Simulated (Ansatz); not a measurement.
Consider the redistribution: `[SiH3]NBS` + `CCC(=N)[SiH3]` → `CCBN[SiH3]` + `N=C([SiH3])S`.

Calculated with Ansatz (gas phase, PBE0-D4/def2-TZVP geometries, no zero-point term in ΔE). CCSD(T)/CBS adds triple-zeta CCSD(T) − MP2 to the extrapolated MP2 energy (def2 sets, frozen cores). DFT in def2-TZVPP. One conformer a species, not always the lowest.

(1) Is it downhill or uphill in electronic energy at CCSD(T)/CBS, and by how much? (Estimate.)

(2) What do these levels give: r2SCAN-D4, ωB97M-V, PBE, r2SCAN, PBE0, HF/def2-QZVPP? (Best estimate.)

Largest T1 diagnostic among the species: 0.014.

Answers

(1) Computed: Uphill: ΔE = +0.72 eV.

(2) Ansatz gave: r2SCAN-D4 0.66, ωB97M-V 0.72, PBE 0.61, r2SCAN 0.65, PBE0 0.69, HF/def2-QZVPP 0.78 eV.

In def2-TZVPP, CCSD(T) changes the Hartree–Fock value by −0.05 eV (the triples alone add −0.02 eV) and MP2 by −0.05 eV. From PBE to PBE0 (25 % exact exchange), in def2-TZVPP and without D4, ΔE moves by +0.07 eV.
